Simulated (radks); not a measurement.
Charge is removed step by step from the 2s level of the cobalt ion Co+, starting from [Ar] 3d8. Method: non-relativistic Kohn-Sham, TPSS, spin-unpolarised, spherical densities, point nucleus; meta-GGA in the generalised Kohn-Sham scheme; computed with a radial shooting solver on a logarithmic mesh with Libxc functionals.

removed (e)  E - E(0) (eV)  eigenvalue (eV)  E minus straight line (eV)
0                    0.000          -888.13                       0.000
0.1                 89.029          -892.47                      -2.028
0.2                 178.50          -896.87                      -3.619
0.3                 268.40          -901.32                      -4.768
0.4                 358.76          -905.82                      -5.469
0.5                 449.57          -910.37                      -5.718
0.6                 540.84          -914.97                      -5.508
0.7                 632.57          -919.62                      -4.837
0.8                 724.76          -924.32                      -3.698
0.9                 817.43          -929.06                      -2.087
1                   910.57          -933.84                       0.000

Removing the whole electron costs 910.57 eV by Delta-SCF, against 888.13 eV from minus the eigenvalue at the starting occupation. Slater's transition state (half an electron removed) gives 910.37 eV. Integrating minus the eigenvalue over the occupation (Janak's theorem) gives 910.57 eV. The mean slope of the eigenvalue, de/dn, is 45.7 eV per electron.
